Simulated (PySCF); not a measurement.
Compound: C4H12Si3.
Cartesian coordinates in Å at the GFN2-xTB level; atoms count from 1:
```
atom  x, y, z in Å
C1    -3.0833    1.1066    0.3773
C2    -2.8818    0.0327   -0.3706
Si3   -1.1801   -0.5650   -0.9181
Si4    0.5172    1.0408   -1.1007
C5     1.4537    0.0980    0.3192
C6     2.8520   -0.3650   -0.0785
Si7    0.2510   -1.3630    0.7633
H8    -2.2633    1.7277    0.7037
H9    -4.0648    1.4230    0.6979
H10   -3.7427   -0.5520   -0.6723
H11   -1.4557   -1.4455   -2.0719
H12    0.2731    2.4458   -0.7419
H13    1.3448    1.1023   -2.3128
H14    1.5736    0.7556    1.1864
H15    2.8070   -1.0324   -0.9378
H16    3.3353   -0.9014    0.7377
H17    3.4845    0.4815   -0.3451
H18   -0.1523   -1.3212    2.1765
H19    0.9221   -2.6594    0.5955
```

The calculation used TDDFT B3LYP/def2-SVPD, vertical, gas phase, core orbitals frozen in the response in PySCF 2.14.0, density-fitted response routines.

Transition dipole moments from the ground state, in atomic units and in the frame of the coordinates above (overall signs are arbitrary), for the states with f of 0.002 or more among the lowest 8:

```tsv
state	E (eV)	μx	μy	μz
S2	5.391	0.895	0.039	-0.191
S3	5.414	-0.140	0.074	0.284
S4	5.491	0.653	-0.338	0.001
S5	5.535	0.173	-0.236	0.070
S6	5.637	-0.347	0.652	-0.391
S7	5.953	-0.004	0.158	-0.040
S8	6.005	-0.184	0.124	0.030
```

Q: Work out the oscillator strengths.

A: f = (2/3) ΔE |μ|² with ΔE in hartree (27.2114 eV).

```tsv
state	|μ|² (au)	|μ| (D)	f
S2	0.839	2.33	0.111
S3	0.105	0.83	0.014
S4	0.540	1.87	0.073
S5	0.090	0.76	0.012
S6	0.698	2.12	0.096
S7	0.026	0.41	0.004
S8	0.050	0.57	0.007
```

Q: What angle do the transition dipoles of S2 and S3 make?

A: |cos θ| = |μa·μb| / (|μa| |μb|) = 0.59, so θ ≈ 54° (taken between 0 and 90°, since the signs are arbitrary).

Q: How is the summed strength of these states shared among x, y and z?

A: (2/3) Σ ΔE μα² gives 0.191 for x, 0.088 for y and 0.038 for z, 0.317 in all.

Q: What peak molar absorption coefficient would the strongest computed level give as a lone Gaussian band 0.5 eV wide at half height?

A: ε(max) = 2.175×10⁸ f / FWHM, with the width in cm⁻¹. S2: 2.175×10⁸ × 0.1108 / 4033 ≈ 6000 L mol⁻¹ cm⁻¹.

One conformer stands for the species.
